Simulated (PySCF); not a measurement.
Does the structure fit the spectrum?

A compound C₇H₁₁FOSi gives the data below (simulated from a calculation) and was assigned the structure `C=C(/C=C\O/C=C/F)[SiH2]C`.

$^{13}$C{$^{1}$H} NMR (computed): δ 165.3 (CH), 145.9 (CH), 143.4 (CH), 140.9 (CH2), 139.7 (CH), 122.3 (CH), 53.1 (CH3).

$^{1}$H NMR (600 MHz, computed): δ 7.08 (m, 1H), 6.69 (m, 1H), 6.51 (m, 1H), 6.42 (m, 1H), 6.19 (m, 1H), 6.15 (m, 1H), 6.08 (m, 1H), 5.53 (m, 1H), 3.89 (s, 3H).

[PySCF: geometry from GFN2-xTB; σ from GIAO-PBE0/pcSseg-1; non-relativistic Hamiltonian; in vacuum; equivalent nuclei averaged; one computed conformer]

δ = σ(ref) − σ, references computed at the same level: $^{1}$H (31.72 ppm) and $^{13}$C (186.93 ppm) vs TMS.

(1) Compare with the shifts computed for the proposed structure, pairing carbons in order of shift.

(2) Which isomer fits?

## Answers

(1) Atom-mapped SMILES (the numbers label the heavy atoms): `[CH2:1]=[C:2](/[CH:3]=[CH:4]\[O:5]/[CH:6]=[CH:7]/[F:8])[SiH2:9][CH3:10]` (H(Xn): hydrogen on atom n).

```
atom  computed for proposal  given list  difference
  C2                  148.0       165.3       -17.3
  C7                  147.8       145.9        +1.9
  C4                  145.2       143.4        +1.8
  C6                  142.3       140.9        +1.4
  C1                  135.6       139.7        -4.1
  C3                  126.5       122.3        +4.2
 C10                   -6.2        53.1       -59.3
```

The rms difference is 23.5 ppm and the largest -59.3 ppm at C10 (methyl carbon bonded to Si). The carbon types in order of shift don't match either: C, CH, CH, CH, CH2, CH, CH3 for the proposal against CH, CH, CH, CH2, CH, CH, CH3 in the data. The proposal doesn't fit.

(2) SMILES C=C[Si@H](/C=C\C=C\F)OC.

- Carbon types of the structure: 5 × CH, 1 × CH2, 1 × CH3, leaving 1 H on heteroatoms.
- δC 165.3, 145.9, 143.4, 139.7, 122.3: alkene CH.
- δC 140.9: terminal =CH2 carbon; as expected for a trigonal carbon in a double bond.
- δC 53.1: methyl carbon bonded to O; pulled downfield by the heteroatom.
- δH 6.51, 6.19: hydrogen on a terminal =CH2 carbon; attached to an sp2 carbon and in the plane of the double bond.

The data come from this structure; uniqueness wasn't tested.

Splittings by $^{19}$F in the carbon and heteronuclear signals aren't shown, as no couplings were computed. Shifts are as computed. Against solution values, carbons near 30 ppm lie about +3 ppm off and those near 130 ppm about +5 ppm. Of 1211 compounds with measured shifts, 218 miss one by over three times the rms of a fit or turn the order of signals round; such compounds aren't used in these exercises. Multiplicities follow the n + 1 count of equivalent neighbours, as no J values were calculated; m marks all less simple cases, F and P coupling included.
